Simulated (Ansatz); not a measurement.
An input meant for Cu2H2⁺ (charge 1, quartet).

```yaml
crystal:
  periodic: [false, false, false]
  atoms:
    - {symbol: Cu, position_ang: [-1.633416, -0.477778, 1.345667]}
    - {symbol: Cu, position_ang: [1.633084, 0.478022, -1.344543]}
    - {symbol: H, position_ang: [0.168781, 2.051631, 0.930269]}
    - {symbol: H, position_ang: [-0.168449, -2.051875, -0.931374]}
basis:
  gaussian: {orbitals: cc-pVDZ}
total_charge: 1
magnetization: {spin_polarized: true, initial_magnetization: 3}
hamiltonian: {xc: {name: HSE06}, dispersion: d3bj}
scf: {lower_state_search: light}
output: {forces: true}
```

```sh
$ ansatz run in.yaml --threads 2 --pin off --events-out ev --progress --plain --max-ram 4352MiB
```

Output, abridged:

```
Functional definition: HSE06
1016 factors; integrals over basis functions are off by at most 7.0e-4 eV
59 factors; integrals over basis functions are off by at most 1.6e-5 eV
mean field evaluation 1: about -89252.1530 eV, gradient 1.4e2 eV
mean field evaluation 2: about -87524.4504 eV, gradient 5.1e2 eV
mean field evaluation 4: about -89284.6595 eV, gradient 4.4e1 eV
mean field evaluation 8: about -89288.2291 eV, gradient 4.3e0 eV
mean field evaluation 16: about -89288.6739 eV, gradient 3.9e-1 eV
mean field evaluation 32: about -89288.6274 eV, gradient 4.3e-2 eV
mean field -89288.67679636 eV, -3281.2983502275 hartree, gradient 6.7e-5 eV, S^2 3.751738; 1 other end points of the search recorded, 0 dependent functions left out
reference -89288.67686462 eV, -3281.2983527360 hartree; 31, 28 occupied and 65, 68 virtual orbitals, 1016 factors
Total energy: -89288.75422747 eV, -3281.3011957681 hartree
Atom 0 at    -1.633416    -0.477778     1.345667 Å, force     0.050759     0.014567    -0.041875 eV/Å
Atom 1 at     1.633084     0.478022    -1.344543 Å, force    -0.051025    -0.015056     0.042037 eV/Å
Atom 2 at     0.168781     2.051631     0.930269 Å, force     0.019037     0.229495     0.103861 eV/Å
Atom 3 at    -0.168449    -2.051875    -0.931374 Å, force    -0.018770    -0.229006    -0.104023 eV/Å
Dipole moment:     0.000401     0.000291    -0.000297 e Å
```

In this input the coordinates are in bohr but typed as ångström. The run converged. The result belongs to that input, not to the species as meant.

HSE06 is defined as in plane-wave codes, on full-range PBE exchange.
